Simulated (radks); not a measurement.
Values are calculated unless marked as measured or tabulated.
Removal energies from the xenon ion Xe12+, [Kr] 4d6, by Delta-SCF beside the eigenvalue of the level emptied. Level of theory: scalar-relativistic Kohn-Sham, PBEsol, spin-polarised, spherical densities, finite nucleus; Fermi nuclear charge, rms radius of each element as measured or else 0.836 A^(1/3) + 0.57 fm (a radial shooting solver on a logarithmic mesh with Libxc functionals). Open shells are filled with parallel spins first.

[
 {"removed from": "4d", "final configuration": "[Kr] 4d5", "Delta-SCF (eV)": "282.03", "-eigenvalue (eV)": "268.79"},
 {"removed from": "4p", "final configuration": "[Ar] 3d10 4s2 4p5 4d6", "Delta-SCF (eV)": "369.27", "-eigenvalue (eV)": "355.27"},
 {"removed from": "4s", "final configuration": "[Ar] 3d10 4s1 4p6 4d6", "Delta-SCF (eV)": "428.24", "-eigenvalue (eV)": "413.68"},
 {"removed from": "3d", "final configuration": "[Ar] 3d9 4s2 4p6 4d6", "Delta-SCF (eV)": "919.76", "-eigenvalue (eV)": "888.85"}
]
